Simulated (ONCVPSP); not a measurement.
# Ranking ONCV potentials for carbon (C)

All share these settings but for the change named:

```
Element                 : C
Generator               : ONCVPSP 4.0.1
Type                    : optimised norm-conserving Vanderbilt (ONCV)
Functional              : PBE
Relativity              : scalar-relativistic
Frozen core             : [He]
Valence charge          : 4
Reference configuration : 2s2 2p2
Partial waves           : 2s: rc 1.35 bohr, ncon 5, nbas 9, qcut 4.5 1/bohr, 3 projectors, debl 1 Ha; 2p: rc 2.95 bohr, ncon 3, nbas 6, qcut 4.8 1/bohr, 2 projectors, debl 3.4 Ha; d scattering state at 0.24 Ha: rc 3.25 bohr, ncon 3, nbas 6, qcut 2.5 1/bohr, 1 projector
Local potential         : polynomial inside 1.05 bohr (lpopt 1, dvloc0 6 Ha)
Core correction         : polynomial model core, fcfact 0.55
```

Test errors are all-electron minus pseudo excitation energies from the reference, over 2s2 2p1; 2s2 2p0; 2s1 2p0; 2s0 2p4. None of these files shows a bound ghost.

The base gives 2342.9 meV.

Of 7 variants that were run, those that failed, showed a ghost or another fault, or gave nearly equal values are left out.

A variant can come out equal or close to the base, since the largest error may sit in a test that the change hardly touches while other tests move.

**Question.** Rank these variants by their largest absolute test error, smallest first.
A. all radii but the core radius scaled by about 1.16 (s 1.56, p 3.42, d 3.78 bohr); local potential polynomial inside 1.22 bohr (lpopt 1, dvloc0 6 Ha)
B. all radii but the core radius scaled by about 1.23 (s 1.66, p 3.62, d 3.98 bohr); local potential polynomial inside 1.28 bohr (lpopt 1, dvloc0 6 Ha)
C. all radii but the core radius scaled by about 1.07 (s 1.44, p 3.16, d 3.48 bohr); local potential polynomial inside 1.12 bohr (lpopt 1, dvloc0 6 Ha)

**Answer.** C (2601.4 meV), A (3401.4 meV), B (3864.0 meV).
